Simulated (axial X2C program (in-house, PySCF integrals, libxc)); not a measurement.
Working with the constants of RuH

A bond curve at the PBE0 level, 2c, was computed with an axial X2C code built on PySCF integrals (basis Ru dyall-cv3z [12s12p8d5f3g], H dyall-v3z [6s2p1d] (cores contracted in-house)) for the state Ω = 3/2 (⟨Sz⟩ = 1.49, ⟨Lz⟩ = 0.01 at PBE0). Its fit gives Re = 1.5837 Å, ωe = 1966.0 cm⁻¹, ωexe = 34.8 cm⁻¹ and αe = 1.968e-01 cm⁻¹; the masses are 101.9043 and 1.0078 u. Two-component means X2C with spin–orbit coupling and atomic mean-field Coulomb and Gaunt terms.

Find the reduced mass, Be and the force constant.

From the PBE0 values: μ = 0.9979 u. Be = 16.8576/(μ Re²) = 6.735 cm⁻¹. k = 5.8918×10⁻⁷ μ ωe² = 2.27 mdyn/Å.

Estimate the centrifugal constant by the Kratzer relation.

D = 4Be³/ωe² = 3.16e-04 cm⁻¹.

Where do the fundamental and the first overtone lie?

ν(1←0) = ωe − 2ωexe = 1896.4 cm⁻¹; ν(2←0) = 2ωe − 6ωexe = 3723.2 cm⁻¹.

Scale the constants to the deuteride (D 2.0141 u) within the Born–Oppenheimer picture.

ρ = √(μH/μD) = 0.7108; ωe = 1397.5, ωexe = 17.6, Be = 3.403 cm⁻¹; the zero-point energy falls by 280 cm⁻¹.

A Morse curve ties αe to the other constants (Pekeris). How well does that hold?

αe(Morse) = 6Be²/ωe × (√(ωexe/Be) − 1) = 1.762e-01 cm⁻¹; the PBE0 curve gives 1.968e-01 cm⁻¹, a ratio of 0.90.

The state is one determinant whose occupation by symmetry is held fixed; it was picked as the lowest of a PBE0 search that is not exhaustive. Density functionals use the spin component along the axis (collinear). Other states lie close and PBE0, whose exact exchange favours high spin, may order them wrongly; the determinant shown need not be the ground state. The nearest other 2c determinant of the search, Ω = 9/2, lies 0.20 eV up at the distance of the search. With several unpaired electrons one determinant need not be a pure state. This is the top spin component of a Σ state; components of lower Ω are not single determinants and can lie lower.
